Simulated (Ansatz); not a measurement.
Cost and result for the atomization energy of C$_{3}$H$_{6}$BCl (`C/C=C\BCl`) (11 atoms, 10 bonds).

Z-matrix (Å, degrees):
```
C
C 1 1.485
H 1 1.095 2 110.0
H 1 1.095 2 110.0 3 -116.4
H 1 1.088 2 112.9 3 121.8
C 2 1.345 1 127.7 3 -121.8
H 2 1.091 1 114.3 3 58.2
B 6 1.526 2 124.9 1 0.0
H 6 1.088 2 116.6 1 -180.0
Cl 8 1.756 6 119.4 2 -180.0
H 8 1.192 6 124.9 2 0.0
```

Total charge 0; spin multiplicity 1. The structure was optimised at the PBE0-D4/def2-TZVP level. It is one conformer, not always the lowest. Program: Ansatz. All runs use 4 threads of an Arm Neoverse V1 on a shared host. Times are those of one run each, without the atoms' runs, and a repeat can differ threefold. Electronic energies, without spin–orbit coupling; frozen cores. CCSD(T)/CBS adds CCSD(T) − MP2 in def2-TZVPP to the MP2 limit, and its time is that of the two runs behind it. T1 = 0.012. B3LYP takes the VWN-RPA correlation (the form of Gaussian; ORCA's B3LYP/G).

CCSD(T)/CBS is a level of theory with its own doubt, some kJ/mol a heavy atom from the limit and from the frozen cores, so smaller differences don't rank the functionals.

| level | functions | wall time | atomization (kcal/mol) | difference from CCSD(T)/CBS | per bond |
| --- | --- | --- | --- | --- | --- |
| PBE-D4/def2-TZVPP (with forces) | 250 | 2.6 s | 1080.0 | 29.4 | 2.9 |
| PBE0-D4/def2-TZVPP | 250 | 2.6 s | 1065.7 | 15.1 | 1.5 |
| B3LYP-D4/def2-TZVPP (with forces) | 250 | 4.4 s | 1056.5 | 5.9 | 0.6 |
| r2SCAN-D4/def2-TZVPP (with forces) | 250 | 4.6 s | 1061.9 | 11.3 | 1.1 |
| B2PLYP/def2-TZVPP | 250 | 6 s | 1046.5 | -4.1 | -0.4 |
| ωB97X-V/def2-TZVPP | 250 | 7 s | 1054.3 | 3.7 | 0.4 |
| ωB97M-V/def2-TZVPP (with forces) | 250 | 11 s | 1058.4 | 7.8 | 0.8 |
| MP2/def2-QZVPP | 478 | 22 s | 1060.0 | 9.4 | 0.9 |
| CCSD(T)/def2-TZVPP | 250 | 2.2 min | 1028.4 | -22.2 | -2.2 |
| CCSD(T)/CBS(def2) | – | 2.5 min | 1050.6 | 0.0 | 0.0 |

In def2-TZVPP, CCSD(T) changes the Hartree–Fock value by +221.0 kcal/mol (the triples alone add +14.9 kcal/mol) and MP2 by +239.6 kcal/mol; breaking electron pairs costs correlation energy, which Hartree–Fock lacks. From PBE to PBE0 (25 % exact exchange), in def2-TZVPP and without D4, the atomization energy moves by −13.6 kcal/mol: exact exchange takes away binding that semilocal exchange gives to molecules. The D4 term adds +8.0 kcal/mol with B3LYP and +4.2 kcal/mol with PBE0; it sums over pairs of atoms, weighted by their polarisabilities, and B3LYP, whose exchange is more repulsive, gets the larger term.
